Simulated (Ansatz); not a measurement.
CH$_{8}$O$_{2}$Si$_{2}$ (`O[SiH2]C(O)[SiH3]`) at its PBE0-D4/def2-TZVP geometry, where that method's forces vanish. The species carries charge 0 and has multiplicity 1.

| atom | x (Å) | y (Å) | z (Å) |
| --- | --- | --- | --- |
| O1 | 0.9402 | 0.4054 | -2.5464 |
| Si2 | 0.6743 | 0.9242 | -1.0083 |
| C3 | 0.0938 | -0.5234 | 0.0501 |
| O4 | -1.0004 | -1.0948 | -0.6902 |
| Si5 | -0.4237 | -0.0548 | 1.8044 |
| H6 | 0.2540 | -0.1655 | -2.9003 |
| H7 | -0.3631 | 1.9897 | -0.9628 |
| H8 | 1.9614 | 1.4475 | -0.4894 |
| H9 | 0.9350 | -1.2323 | 0.1122 |
| H10 | -1.3584 | -1.8402 | -0.1996 |
| H11 | -1.4048 | 1.0602 | 1.7937 |
| H12 | 0.7639 | 0.3307 | 2.6127 |
| H13 | -1.0722 | -1.2466 | 2.4240 |

Question: For each bond, give half the difference of the two atoms' forces along it (eV/Å; positive pushes the atoms apart) under PBE-D4, r2SCAN-D4, B3LYP-D4, ωB97M-V in def2-TZVPP. (Best estimate.)

Answer: Ansatz gave: 
```json
{"bond": "O1–Si2", "length (Å)": "1.645", "PBE-D4": "0.35", "r2SCAN-D4": "0.05", "B3LYP-D4": "0.14", "ωB97M-V": "0.15"}
{"bond": "O1–H6", "length (Å)": "0.960", "PBE-D4": "0.33", "r2SCAN-D4": "0.00", "B3LYP-D4": "-0.02", "ωB97M-V": "-0.06"}
{"bond": "Si2–C3", "length (Å)": "1.885", "PBE-D4": "-0.05", "r2SCAN-D4": "-0.04", "B3LYP-D4": "0.01", "ωB97M-V": "-0.04"}
{"bond": "Si2–H7", "length (Å)": "1.488", "PBE-D4": "0.01", "r2SCAN-D4": "-0.03", "B3LYP-D4": "-0.11", "ωB97M-V": "-0.14"}
{"bond": "Si2–H8", "length (Å)": "1.483", "PBE-D4": "0.02", "r2SCAN-D4": "-0.03", "B3LYP-D4": "-0.13", "ωB97M-V": "-0.14"}
{"bond": "C3–O4", "length (Å)": "1.439", "PBE-D4": "0.31", "r2SCAN-D4": "0.38", "B3LYP-D4": "0.37", "ωB97M-V": "0.32"}
{"bond": "C3–Si5", "length (Å)": "1.888", "PBE-D4": "-0.05", "r2SCAN-D4": "-0.05", "B3LYP-D4": "0.05", "ωB97M-V": "0.00"}
{"bond": "C3–H9", "length (Å)": "1.102", "PBE-D4": "0.08", "r2SCAN-D4": "-0.05", "B3LYP-D4": "-0.13", "ωB97M-V": "-0.12"}
{"bond": "O4–H10", "length (Å)": "0.961", "PBE-D4": "0.40", "r2SCAN-D4": "0.00", "B3LYP-D4": "-0.07", "ωB97M-V": "-0.10"}
{"bond": "Si5–H11", "length (Å)": "1.485", "PBE-D4": "0.07", "r2SCAN-D4": "-0.02", "B3LYP-D4": "-0.07", "ωB97M-V": "-0.10"}
{"bond": "Si5–H12", "length (Å)": "1.487", "PBE-D4": "0.06", "r2SCAN-D4": "-0.02", "B3LYP-D4": "-0.07", "ωB97M-V": "-0.09"}
{"bond": "Si5–H13", "length (Å)": "1.492", "PBE-D4": "0.09", "r2SCAN-D4": "-0.02", "B3LYP-D4": "-0.09", "ωB97M-V": "-0.11"}
```

B3LYP here is the variant with VWN-RPA as its local correlation; programs differ in this.
